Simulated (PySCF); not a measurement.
**Correlation energy of B+ (boron, charge +1)**

[He] 2s2, closed-shell 1S. Calculation: PySCF 2.14, in def2-QZVPPD (8s4p4d2f1g, 63 functions); the non-relativistic Hamiltonian (point nucleus). Frozen: nothing; 4 electrons correlated.

MP2 pair energies summed by pair of shells (mhartree):

| pair | energy | share (%) |
| --- | --- | --- |
| 2s-2s | -37.61 | 67.8 |
| 1s-1s | -13.95 | 25.1 |
| 1s-2s | -3.93 | 7.1 |

Total MP2 correlation energy: -55.49 mhartree.

Same-spin part -0.69 and opposite-spin part -54.80 mhartree; SCS-MP2 scales them by 1/3 and 6/5 to -65.99 mhartree.

MP2 falls well short for the outer s pair, which is nearly degenerate with np².

This basis was not built for core-valence correlation, so the inner-shell part is incomplete.
